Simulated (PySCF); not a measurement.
# SMILES C=CC/N=C1/CCC1=O, C₇H₉NO

Molfile (atoms numbered from 1):
```
C7H9NO
     RDKit          3D

 18 18  0  0  0  0  0  0  0  0999 V2000
    3.2485    0.3711   -0.6629 C   0  0  0  0  0  0  0  0  0  0  0  0
    2.4469   -0.1043    0.2694 C   0  0  0  0  0  0  0  0  0  0  0  0
    1.2690   -0.9908   -0.0189 C   0  0  0  0  0  0  0  0  0  0  0  0
    0.1145   -0.4328    0.6271 N   0  0  0  0  0  0  0  0  0  0  0  0
   -0.9099   -0.1126   -0.0230 C   0  0  0  0  0  0  0  0  0  0  0  0
   -2.2105    0.5049    0.4294 C   0  0  0  0  0  0  0  0  0  0  0  0
   -2.7018    0.5006   -1.0323 C   0  0  0  0  0  0  0  0  0  0  0  0
   -1.3857   -0.1367   -1.4512 C   0  0  0  0  0  0  0  0  0  0  0  0
   -0.9351   -0.5019   -2.5023 O   0  0  0  0  0  0  0  0  0  0  0  0
    4.0868    1.0029   -0.4235 H   0  0  0  0  0  0  0  0  0  0  0  0
    3.1073    0.1387   -1.7060 H   0  0  0  0  0  0  0  0  0  0  0  0
    2.5851    0.1385    1.3134 H   0  0  0  0  0  0  0  0  0  0  0  0
    1.1428   -1.1324   -1.0987 H   0  0  0  0  0  0  0  0  0  0  0  0
    1.4419   -1.9637    0.4582 H   0  0  0  0  0  0  0  0  0  0  0  0
   -2.0928    1.4890    0.8780 H   0  0  0  0  0  0  0  0  0  0  0  0
   -2.7787   -0.1239    1.1121 H   0  0  0  0  0  0  0  0  0  0  0  0
   -2.8662    1.4821   -1.4734 H   0  0  0  0  0  0  0  0  0  0  0  0
   -3.5707   -0.1222   -1.2365 H   0  0  0  0  0  0  0  0  0  0  0  0
  1  2  2  0
  2  3  1  0
  3  4  1  0
  4  5  2  0
  5  6  1  0
  6  7  1  0
  7  8  1  0
  8  9  2  0
  8  5  1  0
  1 10  1  0
  1 11  1  0
  2 12  1  0
  3 13  1  0
  3 14  1  0
  6 15  1  0
  6 16  1  0
  7 17  1  0
  7 18  1  0
M  END
```

Method used: PySCF 2.14.0, GIAO HF/pcSseg-1 magnetisability, rotational g tensor and spin-rotation constants, non-relativistic, gas phase. Geometry: GFN2-xTB.

Question: How diamagnetic is it, and how anisotropic?

Answer: Isotropic -1086 × 10⁻³⁰ J/T², or -65.4 × 10⁻⁶ cm³/mol; principal values -1293, -1100, -866 × 10⁻³⁰ J/T², anisotropy 370 × 10⁻³⁰ J/T² (root of half the summed squared differences of the principal values). The susceptibility is in cgs units.

Question: Split it along the inertial axes a, b, c into diamagnetic and paramagnetic parts about the centre of mass, with the quadrupole moment.

Answer: 
```tsv
axis	χ (10⁻⁶ cm³/mol)	diamagnetic (10⁻⁶ cm³/mol)	paramagnetic (10⁻⁶ cm³/mol)	summed x² of all electrons (Å²)	quadrupole Θ (D Å)
a	-64.7	-482.7	418.0	289.5	+9.66
b	-53.9	-1367.1	1313.2	81.0	-11.71
c	-77.6	-1572.0	1494.4	32.7	+2.05
```
Anisotropies 2χaa − χbb − χcc = +2.1 and 2χbb − χaa − χcc = +34.5 × 10⁻⁶ cm³/mol. Θ is traceless in Buckingham's convention.

Question: And the rotational g tensor?

Answer: 
```
axis  rotational constant (GHz)        g  nuclear part  electronic part
   a                     3.2359  -0.0553        0.5802          -0.6354
   b                     0.9646  -0.0157        0.5794          -0.5951
   c                     0.8234  -0.0073        0.5707          -0.5781
```
Asymmetric top; isotopes 12C, 1H, 14N, 16O; no vibrational averaging.
